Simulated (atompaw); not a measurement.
## Before and after: PAW (atompaw) potential for Sm (Z = 62)

atompaw 4.2.0.5 input, output lines left out:

```
Sm 62
GGA-PBE scalarrelativistic loggrid 2001 logderivrange -5 5 251
6 6 5 4 0 0
6 1 0
5 2 0
4 3 6
0 0 0
c
c
c
c
v
v
c
c
c
v
v
c
c
v
v
3
3.00 2.55 2.95 2.70
n
n
y
5.1
n
y
0.9
n
modrrkj vanderbiltortho besselshape
4 0.5 troulliermartins
1.60
2.60
2.80
3.00
3.00
3.00
1.75
1.75
```

All-electron outer shells of the reference configuration (PBE, scalar-relativistic, ld1.x):

| shell | level (eV) | outermost node (bohr) | outermost maximum (bohr) |
| --- | --- | --- | --- |
| 4p | -247.47 | 0.30 | 0.56 |
| 4d | -128.80 | 0.28 | 0.59 |
| 5s | -43.27 | 0.69 | 1.27 |
| 5p | -23.23 | 0.73 | 1.43 |
| 6s | -3.58 | 1.70 | 3.66 |
| 4f | -2.47 | – | 0.61 |
| 5d | -1.68 | 0.84 | 2.17 |
| 6p | -1.21 | 2.06 | 4.94 |

Change: local potential bessel scheme, radius 2.95 bohr.

Cutoffs: the cutoffs (Ry, on a coarse ladder) from which the occupation-weighted sum of valence levels, in a spherical-Bessel basis at the reference potential, stays within 10 and 1 mRy of its value at 400 Ry; they do not see the model core or the augmentation charge, which bear on the density cutoff.

What does the change do?

The potential gets neither clearly harder nor softer (40 Ry and 70 Ry → 40 Ry and 70 Ry); the f channel sets the loose cutoff, while the largest relative change is in s, which becomes harder; the range in which the p phases agree widens (upper end 2.7 → at the end of the scan); neither file shows a bound ghost.

```csv
quantity,base,changed
"cutoff, loose",40 Ry,40 Ry
"cutoff, tight",70 Ry,70 Ry
loose cutoff by channel (10 mRy a level),"s 12 Ry, p 8 Ry, f 35 Ry","s 15 Ry, p 8 Ry, f 35 Ry"
bound ghosts,none,none
s: phases at 3.00 bohr within 0.05 rad from the reference energy up to (Ry; the scan ends near 5),3.3,3.8
p: phases at 3.00 bohr within 0.05 rad from the reference energy up to (Ry; the scan ends near 5),2.7,to the end of the scan
d: phases at 3.00 bohr within 0.05 rad from the reference energy up to (Ry; the scan ends near 5),2.0,2.4
f: phases at 3.00 bohr within 0.05 rad from the reference energy up to (Ry; the scan ends near 5),n/a,n/a
lowest overlap eigenvalue by channel,"s 0.43, p 1.00, d 0.79, f 1.00","s 0.69, p 1.00, d 0.78, f 1.00"
```

 The cutoffs see the waves, projectors and local potential, not the compensation charge or the core.
